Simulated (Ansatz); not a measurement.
GeI2, charge -1, doublet, geometry from GFN2-xTB (a state made from the parent by changing its charge; the spin is typed, not shown lowest) (core potentials on I) (a gas-phase anion, which may not be bound at this level); B3LYP/def2-SVP in Ansatz (an electronic-structure program).

The Ansatz input:
Ansatz 0.2 input:
```yaml
crystal:
  periodic: [false, false, false]
  atoms:
    - {symbol: Ge, position_ang: [0.00262673, -0.01192623, 1.28932309]}
    - {symbol: I, position_ang: [1.10279430, -1.88448564, -0.40894272]}
    - {symbol: I, position_ang: [-1.10438024, 1.89168638, -0.36951650]}
basis:
  gaussian:
    orbitals: def2-SVP
hamiltonian:
  xc: b3lyp
total_charge: -1
magnetization: {spin_polarized: true, initial_magnetization: 1}
```

Write the output that Ansatz gives for this input, abridged.


```
Functional definition: B3LYP
985 factors; integrals over basis functions are off by at most 2.2e-4 eV
mean field evaluation 1: about -72722.6642 eV, gradient 1.2e1 eV
mean field evaluation 2: about -72722.5642 eV, gradient 1.3e1 eV
mean field evaluation 4: about -72723.1088 eV, gradient 4.2e-1 eV
mean field evaluation 8: about -72723.1208 eV, gradient 2.3e-2 eV
mean field evaluation 16: about -72723.1208 eV, gradient 1.2e-5 eV
mean field -72723.12080064 eV, -2672.5253959217 hartree, gradient 9.5e-6 eV, S^2 0.752806; 1 other end points of the search recorded, 0 dependent functions left out
reference -72723.12103034 eV, -2672.5254043630 hartree; 42, 41 occupied and 42, 43 virtual orbitals, 985 factors
Total energy: -72723.12103034 eV, -2672.5254043630 hartree
```
